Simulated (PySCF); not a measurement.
Computed data sheet: `O=C[SiH2]C=O`

Compound: C2H4O2Si.
Atom-mapped SMILES: `[O:1]=[CH:2][SiH2:3][CH:4]=[O:5]` (hydrogens: H6 on C2; H7, H8 on Si3; H9 on C4)

Structural features include: Si–H bond and C–Si bond.

**PBE0-D3(BJ)/def2-SVP geometry optimisation, gas phase (PySCF)**

| Property | Result |
| --- | --- |
| Point group | C1 |
| Rotational constants A, B, C | 8.340, 2.133, 1.894 GHz |

**B3LYP/def2-SVPD ground state, ΔSCF and vertical TDDFT (core frozen in the response) (PySCF)**

| Item | Value |
| --- | --- |
| Dipole moment | 1.54 D |
| HOMO energy | -7.03 eV |
| LUMO energy | -2.72 eV |
| HOMO–LUMO gap | 4.31 eV |
| Lowest singlet excitation | 2.95 eV (420 nm, f = 0.010) |
| Strongest line among the 10 lowest singlet transitions | S4 at 4.86 eV (255 nm, f = 0.115) |
| Lowest triplet excitation (Tamm–Dancoff) | 2.29 eV |
| Static isotropic polarisability | 61.7 au |
| Vertical ionisation energy | 9.24 eV |
| Vertical electron affinity | 0.64 eV |
| Electronic spatial extent ⟨r²⟩ about the centre of nuclear charge | 628 bohr² |

**PBE0/pcSseg-1 ground state and GIAO shieldings, non-relativistic (PySCF)**

| Quantity | Value |
| --- | --- |
| Lowest Hirshfeld atomic charge | -0.20 e on O1/O5 |
| Highest Hirshfeld atomic charge | +0.33 e on Si3 |
| 13C chemical shifts (computed TMS as zero) by class | 235.5 (C2/C4) ppm |
| 1H chemical shifts (computed TMS as zero) by class | 11.79 (H6/H9), 4.44 (H7/H8) ppm |
| Isotropic shieldings of nuclei other than C and H, by class | -627 (O1/O5), 418 (Si3) ppm |
| Mayer bond orders between heavy atoms | O1–C2 1.94, C2–Si3 0.83, Si3–C4 0.84, C4–O5 1.96 |

Monoisotopic mass (most abundant isotopes): 87.9981 u.

The polarisability is 9.14 Å³ as a volume (1 au = 0.148185 Å³), or 1.34 au for each of the 46 electrons. The vertical singlet–triplet gap S1 − T1 is 0.66 eV (TDDFT singlet less Tamm–Dancoff triplet; S1: HOMO→LUMO, weight 0.86; T1: HOMO→LUMO, weight 0.86). The largest Löwdin shares of the LUMO are 0.23 on C2, 0.20 on O1, 0.18 on C4 and 0.17 on O5. From the two ΔSCF values, the fundamental gap I − A is 8.60 eV and the Mulliken electronegativity (I + A)/2 is 4.94 eV. The principal polarisabilities are 53.2, 58.0 and 73.9 au; their mean is the isotropic value.

 NMR classes are plain means over equivalent atoms (diastereotopic ones count apart unless rotation or inversion swaps them), as if these changed places fast; in this geometry the members of some classes differ.

Shape of the structure used: `[O:1]=[CH:2][SiH2:3][CH:4]=[O:5]`: O1–C2–Si3–C4 80°, C2–Si3–C4–O5 107°.

One conformer stands for the species.
